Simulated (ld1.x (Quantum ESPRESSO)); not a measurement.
## phosphorus (P): one change to a TM potential, before and after

P (Z = 15), norm-conserving Troullier–Martins (Kleinman–Bylander form), made with ld1.x (Quantum ESPRESSO) 7.5 (PBE, non-relativistic). Core [Ne], reference 3s2 3p2.5 (charge +0.5). Waves: 3s (bound): rc 1.75 bohr; 3p (bound): rc 2.00 bohr. Local part: all-electron potential smoothed inside 1.35 bohr (lloc = -1). Core correction: Bessel-smoothed model core inside 1.65 bohr.

Change: all radii but the core radius scaled by about 1.06 (s 1.86, p 2.12 bohr); local potential all-electron potential smoothed inside 1.42 bohr (lloc = -1).

Cutoffs: the cutoffs (Ry, on a coarse ladder) from which the occupation-weighted sum of valence levels, in a spherical-Bessel basis at the reference potential, stays within 10 and 1 mRy of its value at 400 Ry; they do not see the model core or the augmentation charge, which bear on the density cutoff. Errors are all-electron minus pseudo energies relative to the spin-unpolarised reference configuration.

Problem. What does the change do?

Solution. The potential gets neither clearly harder nor softer (18 Ry and 45 Ry → 18 Ry and 40 Ry); of the 7 tests that both files solve, the error grows in 3 and shrinks in 0 by more than 15 % and 0.3 meV (median size 2.6 → 3.6 meV); neither file shows a bound ghost. More of the atom is replaced by a form fitted at one configuration, so other configurations suffer.

```tsv
quantity	base	changed
cutoff, loose	18 Ry	18 Ry
cutoff, tight	45 Ry	40 Ry
bound ghosts	none	none
error for 3s2 3p3, meV [ΔE -3.78 eV]	+0.7	+0.7
error for 3s2 3p2, meV [ΔE 5.96 eV]	+1.2	+1.2
error for 3s2 3p1, meV [ΔE 25.12 eV]	+16	+17
error for 3s0 3p5, meV [ΔE 13.24 eV]	-11	-15
error for 3s1 3p0, meV [ΔE 106.75 eV]	+171	+171
error for 3s1 3p3, meV [ΔE 14.99 eV]	-0.6	-1.7
error for 3s1 3p4, meV [ΔE 4.67 eV]	-2.6	-3.6
```
